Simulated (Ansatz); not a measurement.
`[F][Hf]([F])([Cl])[Br]` + H₂O → `[OH][Hf]([F])([F])[Br]` + HCl at 700 K and 1 bar (formal hydrolysis of the Hf–Cl bond).

Isolated molecules relaxed with PBE0-D4/def2-TZVP in Ansatz; ΔE leaves out vibrations. CBS: MP2 limit from def2 TZ/QZ plus the TZ coupled-cluster correction, frozen cores. This one scheme is used for every species. Elements past krypton have def2 core potentials. For Br, Hf outer-core shells are correlated without core-valence functions, which leaves a few kJ/mol of doubt a bond. Scalar relativity is left out up to krypton. Each species was taken in one conformer, which may not be the lowest.

```json
{"species": "`[F][Hf]([F])([Cl])[Br]`", "CCSD(T)/CBS energy (Eh)": "-3280.90483", "H − E (kJ/mol)": "78.1", "S (J/(mol·K))": "470.1"}
{"species": "H₂O", "CCSD(T)/CBS energy (Eh)": "-76.37941", "H − E (kJ/mol)": "80.5", "S (J/(mol·K))": "218.4"}
{"species": "`[OH][Hf]([F])([F])[Br]`", "CCSD(T)/CBS energy (Eh)": "-2896.89429", "H − E (kJ/mol)": "114.7", "S (J/(mol·K))": "485.5"}
{"species": "HCl", "CCSD(T)/CBS energy (Eh)": "-460.38127", "H − E (kJ/mol)": "38.4", "S (J/(mol·K))": "211.8"}
```

H − E and S are ideal-gas, rigid-rotor, harmonic terms from PBE0-D4/def2-TZVP, for one conformer and one mirror image of each species. 1 Eh = 2625.50 kJ/mol, R = 8.31446 J/(mol·K).

Task: By hand: ΔE, ΔH, ΔS and ΔG.

Result: ΔE = (-2896.89429) + (-460.38127) − (-3280.90483) − (-76.37941) = 0.00868 Eh = 22.8 kJ/mol. Δ(H − E) = 114.7 + 38.4 − 78.1 − 80.5 = -5.5, so ΔH = 17.3 kJ/mol. ΔS = 485.5 + 211.8 − 470.1 − 218.4 = 8.8 J/(mol·K). ΔG = 17.3 − 700 × (8.8)/1000 = 11.1 kJ/mol.

Task: By hand: the equilibrium constant, and the temperature at which ΔG would vanish if ΔH and ΔS stayed fixed.

Result: log₁₀ K = −ΔG/(RT ln 10) = -0.8. ΔG = 0 at ΔH/ΔS = 1966 K, though so small a ΔS makes that figure unsure.

TΔS isn't small against ΔH here. A doubt of 5 kJ/mol in ΔE shifts log₁₀ K by 0.4 here. Other conformers and mirror images would add mixing entropy, several J/(mol·K) or more a flexible species. These are equilibria of isolated gas molecules and say nothing of rates. Largest T1 diagnostic: 0.014 (customary marks: 0.02 for closed shells, 0.045 for open ones).
